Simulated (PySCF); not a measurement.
Sb²⁺ (antimony, charge +2) across methods

[Kr] 4d10 5s1 5p1 5d1, one real determinant (an excited configuration). Calculation: PySCF 2.14, in aug-cc-pVTZ-DK3; the spin-free X2C one-electron Hamiltonian (Gaussian nucleus). The B2PLYP total includes its PT2 part (frozen core); its orbital energies are those of the SCF part.

| method | E (hartree) | mean ε 5s α (eV) | mean ε 5p α (eV) | mean ε 5d α (eV) | Σ⟨r²⟩ (bohr²) | ⟨S²⟩ |
| --- | --- | --- | --- | --- | --- | --- |
| B3LYP | -6478.93 | -34.072 | -24.159 | -12.514 | 46.37 | 3.750 |
| wB97X | -6479.08 | -36.558 | -26.543 | -13.993 | 46.51 | 3.751 |
| PBE | -6478.45 | -32.934 | -23.261 | -12.223 | 46.08 | 3.751 |
| B2PLYP | -6478.18 | -35.599 | -25.531 | -12.894 | 46.98 | 3.751 |
| LDA | -6472.64 | -33.305 | -23.410 | -12.134 | 45.96 | 3.751 |
| r2SCAN | -6478.88 | -33.284 | -23.650 | -12.163 | 46.07 | 3.751 |
| PBE0 | -6478.53 | -34.340 | -24.489 | -12.672 | 46.34 | 3.751 |
| UHF | -6476.15401 | -37.852 | -27.672 | -13.564 | 47.98 | 3.751 |
| TPSSh | -6478.61 | -33.445 | -23.768 | -12.357 | 46.16 | 3.751 |

⟨L²⟩ = 8.00 against 12 for a pure F term, so this real determinant mixes terms. The outer electron is Rydberg-like, and this basis confines it to a smaller radius and binds it less than a complete one would.
